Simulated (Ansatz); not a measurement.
```yaml
crystal:
  periodic: [false, false, false]
  atoms:
    - {symbol: O, position_ang: [0.796748, 2.453367, -0.154813]}
    - {symbol: Ge, position_ang: [0.833378, 0.294882, -0.524744]}
    - {symbol: F, position_ang: [0.878617, -0.006057, -2.668213]}
    - {symbol: F, position_ang: [2.777926, -0.440283, 0.080154]}
    - {symbol: Si, position_ang: [-1.406917, -1.146125, 0.791662]}
    - {symbol: H, position_ang: [1.713811, 3.043747, -0.660892]}
    - {symbol: H, position_ang: [-1.236136, -2.939379, 0.364827]}
    - {symbol: H, position_ang: [-2.989769, -0.446059, 0.134095]}
    - {symbol: H, position_ang: [-1.256906, -0.871967, 2.616551]}
basis:
  gaussian: {orbitals: def2-TZVPD, final_grid: {core_spheres: 1, valence_spheres: 1, degree: 5}}
hamiltonian: {xc: {name: r2SCAN}}
```

```sh
$ ansatz run in.yaml --threads 4 --pin off --events-out ev --progress --plain --max-ram 10444MiB
```

It prints (some lines left out):

```
Functional definition: r2SCAN
  name "r2SCAN"
  cite "Furness, Kaplan, Ning, Perdew & Sun, J. Phys. Chem. Lett. 11, 8208 (2020) doi:10.1021/acs.jpclett.0c02405"
  cite "Furness, Kaplan, Ning, Perdew & Sun, J. Phys. Chem. Lett. 11, 9248 (2020) doi:10.1021/acs.jpclett.0c03077"
  parent r2scan
  parameter k0 = 0.174
  parameter k1 = 0.065
  parameter a1 = 4.9479
  exchange = r2scan_x(k0 = k0, k1 = k1, a1 = a1)
  correlation = r2scan_c
1430 factors; their error is unknown
mean field evaluation 1: about -71921.1299 eV, gradient 9.0e1 eV
mean field evaluation 2: about -71307.7732 eV, gradient 3.8e2 eV
mean field evaluation 4: about -71924.5386 eV, gradient 8.0e1 eV
mean field evaluation 8: about -71936.6521 eV, gradient 1.1e0 eV
mean field evaluation 16: about -71938.5352 eV, gradient 2.8e0 eV
mean field evaluation 32: about -71938.5715 eV, gradient 2.5e-4 eV
mean field -71938.57146978 eV, -2643.6937397994 hartree, gradient 7.3e-5 eV, S^2 0.000000; 0 other end points of the search recorded, 0 dependent functions left out
reference -71938.57150886 eV, -2643.6937412356 hartree; 38, 38 occupied and 215, 215 virtual orbitals, 1430 factors
Total energy: -71938.57150886 eV, -2643.6937412356 hartree
```

What is wrong with this run?

The integration grid is far too coarse. The calculation finished and met its thresholds. The result belongs to that input, not to the molecule as meant.
